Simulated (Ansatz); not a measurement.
Geometry optimisation of CH7ClO2Si2 (`O[SiH](O)C[SiH2]Cl`).

```yaml
crystal:
  periodic: [false, false, false]
  atoms:
    - {symbol: O, position_ang: [-2.048320, -0.064360, 0.186600]}
    - {symbol: Si, position_ang: [-0.682030, 0.216770, 1.021960]}
    - {symbol: O, position_ang: [-0.937470, 1.556220, 1.897710]}
    - {symbol: C, position_ang: [0.791910, 0.584960, -0.123430]}
    - {symbol: Si, position_ang: [1.278340, -0.843650, -1.254850]}
    - {symbol: Cl, position_ang: [-0.374100, -1.521680, -2.228760]}
    - {symbol: H, position_ang: [-2.032910, -0.659910, -0.560630]}
    - {symbol: H, position_ang: [-0.393180, -0.915240, 1.902750]}
    - {symbol: H, position_ang: [-1.814830, 1.744910, 2.218400]}
    - {symbol: H, position_ang: [1.652050, 0.865270, 0.479830]}
    - {symbol: H, position_ang: [0.548260, 1.461050, -0.726120]}
    - {symbol: H, position_ang: [2.216170, -0.431930, -2.299150]}
    - {symbol: H, position_ang: [1.796120, -1.992410, -0.514300]}
basis:
  gaussian: {orbitals: def2-TZVP}
hamiltonian: {xc: pbe0, dispersion: d4}
relax: {f_tol: 0.005, max_steps: 150}
```

```sh
$ ansatz run in.yaml --threads 2 --pin off --events-out ev --progress --plain --max-ram 22528MiB --backend cuda --devices 0, --max-vram 18GiB
```

Output, abridged:

```
Functional definition: PBE0
mean field -33514.39763025 eV, -1231.6313960372 hartree, gradient 5.4e-5 eV, S^2 0.000000; 0 other end points of the search recorded, 0 dependent functions left out
relax step   1: F+E_penalty+E_count = -33514.70962589 eV  Δ(F+E_penalty+E_count) = +0.000e0 eV  max|allowed force component| = 9.225e-1 eV/Å  Δτ_max = 0.0000 Å  (27 SCF iters, accepted)
mean field -33514.46405259 eV, -1231.6338370129 hartree, gradient 1.2e-5 eV, S^2 0.000000; 0 other end points of the search recorded, 0 dependent functions left out
relax step   2: F+E_penalty+E_count = -33514.77401538 eV  Δ(F+E_penalty+E_count) = -6.439e-2 eV  max|allowed force component| = 4.035e-1 eV/Å  Δτ_max = 0.0697 Å  (31 SCF iters, accepted)
mean field -33514.47523949 eV, -1231.6342481241 hartree, gradient 1.2e-5 eV, S^2 0.000000; 0 other end points of the search recorded, 0 dependent functions left out
relax step   3: F+E_penalty+E_count = -33514.78607341 eV  Δ(F+E_penalty+E_count) = -1.206e-2 eV  max|allowed force component| = 1.403e-1 eV/Å  Δτ_max = 0.0248 Å  (31 SCF iters, accepted)
mean field -33514.47743184 eV, -1231.6343286913 hartree, gradient 1.2e-5 eV, S^2 0.000000; 0 other end points of the search recorded, 0 dependent functions left out
relax step   4: F+E_penalty+E_count = -33514.78783842 eV  Δ(F+E_penalty+E_count) = -1.765e-3 eV  max|allowed force component| = 8.898e-2 eV/Å  Δτ_max = 0.0174 Å  (31 SCF iters, accepted)
mean field -33514.47964744 eV, -1231.6344101133 hartree, gradient 1.2e-5 eV, S^2 0.000000; 0 other end points of the search recorded, 0 dependent functions left out
relax step   5: F+E_penalty+E_count = -33514.78964040 eV  Δ(F+E_penalty+E_count) = -1.802e-3 eV  max|allowed force component| = 5.242e-2 eV/Å  Δτ_max = 0.0382 Å  (31 SCF iters, accepted)
mean field -33514.48068639 eV, -1231.6344482940 hartree, gradient 1.2e-5 eV, S^2 0.000000; 0 other end points of the search recorded, 0 dependent functions left out
relax step   6: F+E_penalty+E_count = -33514.79056109 eV  Δ(F+E_penalty+E_count) = -9.207e-4 eV  max|allowed force component| = 4.825e-2 eV/Å  Δτ_max = 0.0328 Å  (31 SCF iters, accepted)
mean field -33514.48115903 eV, -1231.6344656632 hartree, gradient 1.2e-5 eV, S^2 0.000000; 0 other end points of the search recorded, 0 dependent functions left out
relax step   7: F+E_penalty+E_count = -33514.79141499 eV  Δ(F+E_penalty+E_count) = -8.539e-4 eV  max|allowed force component| = 1.226e-1 eV/Å  Δτ_max = 0.0514 Å  (30 SCF iters, accepted)
mean field -33514.48152712 eV, -1231.6344791904 hartree, gradient 1.2e-5 eV, S^2 0.000000; 0 other end points of the search recorded, 0 dependent functions left out
relax step   8: F+E_penalty+E_count = -33514.79185053 eV  Δ(F+E_penalty+E_count) = -4.355e-4 eV  max|allowed force component| = 1.302e-1 eV/Å  Δτ_max = 0.0267 Å  (31 SCF iters, accepted)
mean field -33514.48077179 eV, -1231.6344514321 hartree, gradient 1.3e-5 eV, S^2 0.000000; 0 other end points of the search recorded, 0 dependent functions left out
relax step   9: F+E_penalty+E_count = -33514.79090729 eV  Δ(F+E_penalty+E_count) = +9.432e-4 eV  max|allowed force component| = 1.944e-1 eV/Å  Δτ_max = 0.0476 Å  (30 SCF iters, rejected (line search))
mean field -33514.48229648 eV, -1231.6345074635 hartree, gradient 1.2e-5 eV, S^2 0.000000; 0 other end points of the search recorded, 0 dependent functions left out
relax step  10: F+E_penalty+E_count = -33514.79278509 eV  Δ(F+E_penalty+E_count) = -9.346e-4 eV  max|allowed force component| = 3.816e-2 eV/Å  Δτ_max = 0.0233 Å  (31 SCF iters, accepted)
mean field -33514.48308347 eV, -1231.6345363850 hartree, gradient 1.2e-5 eV, S^2 0.000000; 0 other end points of the search recorded, 0 dependent functions left out
relax step  11: F+E_penalty+E_count = -33514.79347977 eV  Δ(F+E_penalty+E_count) = -6.947e-4 eV  max|allowed force component| = 2.528e-2 eV/Å  Δτ_max = 0.0412 Å  (30 SCF iters, accepted)
mean field -33514.48336281 eV, -1231.6345466506 hartree, gradient 1.2e-5 eV, S^2 0.000000; 0 other end points of the search recorded, 0 dependent functions left out
relax step  12: F+E_penalty+E_count = -33514.79362745 eV  Δ(F+E_penalty+E_count) = -1.477e-4 eV  max|allowed force component| = 9.305e-2 eV/Å  Δτ_max = 0.0530 Å  (30 SCF iters, accepted)
mean field -33514.48339109 eV, -1231.6345476900 hartree, gradient 1.2e-5 eV, S^2 0.000000; 0 other end points of the search recorded, 0 dependent functions left out
relax step  13: F+E_penalty+E_count = -33514.79382887 eV  Δ(F+E_penalty+E_count) = -2.014e-4 eV  max|allowed force component| = 3.438e-2 eV/Å  Δτ_max = 0.0118 Å  (31 SCF iters, accepted)
mean field -33514.48347259 eV, -1231.6345506849 hartree, gradient 1.2e-5 eV, S^2 0.000000; 0 other end points of the search recorded, 0 dependent functions left out
relax step  14: F+E_penalty+E_count = -33514.79394450 eV  Δ(F+E_penalty+E_count) = -1.156e-4 eV  max|allowed force component| = 7.070e-3 eV/Å  Δτ_max = 0.0190 Å  (31 SCF iters, accepted)
mean field -33514.48344377 eV, -1231.6345496256 hartree, gradient 1.2e-5 eV, S^2 0.000000; 0 other end points of the search recorded, 0 dependent functions left out
relax step  15: F+E_penalty+E_count = -33514.79399832 eV  Δ(F+E_penalty+E_count) = -5.382e-5 eV  max|allowed force component| = 1.223e-2 eV/Å  Δτ_max = 0.0278 Å  (31 SCF iters, accepted)
mean field -33514.48354206 eV, -1231.6345532380 hartree, gradient 1.2e-5 eV, S^2 0.000000; 0 other end points of the search recorded, 0 dependent functions left out
relax step  16: F+E_penalty+E_count = -33514.79398753 eV  Δ(F+E_penalty+E_count) = +1.078e-5 eV  max|allowed force component| = 1.337e-2 eV/Å  Δτ_max = 0.0097 Å  (32 SCF iters, rejected (line search))
mean field -33514.48351570 eV, -1231.6345522691 hartree, gradient 1.5e-5 eV, S^2 0.000000; 0 other end points of the search recorded, 0 dependent functions left out
relax step  17: F+E_penalty+E_count = -33514.79401728 eV  Δ(F+E_penalty+E_count) = -1.897e-5 eV  max|allowed force component| = 5.099e-3 eV/Å  Δτ_max = 0.0047 Å  (23 SCF iters, accepted)
mean field -33514.48350250 eV, -1231.6345517839 hartree, gradient 1.1e-5 eV, S^2 0.000000; 0 other end points of the search recorded, 0 dependent functions left out
relax step  18: F+E_penalty+E_count = -33514.79401949 eV  Δ(F+E_penalty+E_count) = -2.211e-6 eV  max|allowed force component| = 2.530e-3 eV/Å  Δτ_max = 0.0013 Å  (22 SCF iters, accepted)
mean field -33514.48350250 eV, -1231.6345517839 hartree, gradient 1.0e-5 eV, S^2 0.000000; 1 other end points of the search recorded, 0 dependent functions left out
Total energy: -33514.79405480 eV, -1231.6459643707 hartree
Atom 0 at    -2.118100     0.088896     0.106846 Å, force    -0.000584     0.000622    -0.000150 eV/Å
Atom 1 at    -0.716580     0.252680     0.941203 Å, force     0.000640     0.001267     0.002530 eV/Å
Atom 2 at    -0.869144     1.556480     1.917740 Å, force     0.000952    -0.000572    -0.001716 eV/Å
Atom 3 at     0.731874     0.590408    -0.178628 Å, force     0.001061    -0.001399    -0.000901 eV/Å
Atom 4 at     1.305571    -0.840497    -1.205050 Å, force    -0.000016     0.001060    -0.000988 eV/Å
Atom 5 at    -0.315118    -1.694489    -2.184581 Å, force    -0.000358    -0.000258     0.000796 eV/Å
Atom 6 at    -2.131151    -0.567729    -0.594126 Å, force    -0.000150    -0.000312    -0.000070 eV/Å
Atom 7 at    -0.455937    -0.976085     1.741323 Å, force    -0.000011     0.000109    -0.000494 eV/Å
Atom 8 at    -1.646932     1.605948     2.475332 Å, force    -0.001331    -0.000603     0.000319 eV/Å
Atom 9 at     1.580697     0.903638     0.442721 Å, force    -0.000094    -0.000063     0.000038 eV/Å
Atom 10 at     0.475038     1.431439    -0.831443 Å, force    -0.000340    -0.000028     0.000185 eV/Å
Atom 11 at     2.261417    -0.441952    -2.264824 Å, force     0.000502    -0.000059     0.000850 eV/Å
Atom 12 at     1.898375    -1.908737    -0.366502 Å, force    -0.000272     0.000235    -0.000399 eV/Å
Dipole moment:     0.166899     0.032339     0.100526 e Å
```

Hardware: 2 threads of an AMD EPYC 7R13 on a shared host and a share of an NVIDIA H100 80 GB. Wall time 26 s, peak host memory 0.95 GiB.
